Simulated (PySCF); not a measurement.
Work out the structure from these simulated measurements.

Formula: C4H5ClF2O2.

* Rotational structure: rotational constants A, B, C: 1.844, 1.381, 1.135 GHz [GFN2-xTB]
* 13C NMR: chemical shifts (computed TMS as zero) by class: 110.9 (1 C), 110.9 (1 C), 90.1 (1 C), 73.5 (1 C) ppm [GIAO PBE0/pcSseg-1]
* NMR, other nuclei: isotropic shieldings of nuclei other than C and H, by class: 217 (1 O), 265 (1 O), 324 (1 F), 339 (1 F), 677 (1 Cl) ppm [GIAO PBE0/pcSseg-1]
* Triplet: lowest triplet excitation (Tamm–Dancoff): 6.66 eV [TDA CAM-B3LYP/def2-SVPD]
* UV, first state: lowest singlet excitation: 7.31 eV (170 nm, f = 0.001) [TDDFT CAM-B3LYP/def2-SVPD]
* Polarisability: 67.8 au [CAM-B3LYP/def2-SVPD]
* Dipole: 1.45 D [CAM-B3LYP/def2-SVPD]
* UV, strongest line: among the 8 lowest singlet transitions: S6 at 8.73 eV (142 nm, f = 0.048) [TDDFT CAM-B3LYP/def2-SVPD]
* 1H NMR: chemical shifts (computed TMS as zero) by class: 5.90 (1 H), 5.31 (1 H), 5.08 (1 H), 4.42 (1 H), 4.32 (1 H) ppm [GIAO PBE0/pcSseg-1]

The electronic properties come from PySCF, for the isolated species, density fitting. Levels stand in brackets. Geometry: GFN2-xTB, one conformer, isolated molecule. Each NMR value is the plain mean over a class of atoms that symmetry, rotation or inversion makes alike.

Problem. Propose a structure and show how it fits.

Solution. Numbering: `[F:1][C@@H:2]1[O:3][CH2:4][O:5][CH2:6][C@@:7]1([F:8])[Cl:9]`. Its formula, C4H5ClF2O2, gives 1 degree of unsaturation: 1 ring and 0 π bonds in the structure found. 4 carbons fall into 4 classes; from least to most shielded: sp3 C–F carbon [C7] (110.9 ppm), sp3 C–F carbon [C2] (110.9 ppm), sp3 carbon bearing two oxygens [C4] (90.1 ppm), ring sp3 carbon bound to oxygen [C6] (73.5 ppm). Hydrogen classes from least to most shielded: 1 H on an sp3 C–F carbon, C2 (5.90 ppm), 1 H on an sp3 carbon bearing two oxygens, C4 (5.31 ppm), 1 H on an sp3 carbon bearing two oxygens, C4 (5.08 ppm), 1 H on an sp3 carbon bound to oxygen, C6 (4.42 ppm), 1 H on an sp3 carbon bound to oxygen, C6 (4.32 ppm). The other shieldings belong to: 217 ppm, cyclic ether oxygen [O3]; 265 ppm, cyclic ether oxygen [O5]; 324 ppm, alkyl fluorine [F8]; 339 ppm, alkyl fluorine [F1]; 677 ppm, chlorine on a fluorinated carbon [Cl9]. The optimised geometry has point group C1 and is an asymmetric top. Structure: `F[C@@H]1OCOC[C@@]1(F)Cl`. The assignments are read from this structure; whether some other isomer fits the data as well wasn't checked. The mirror image fits equally.
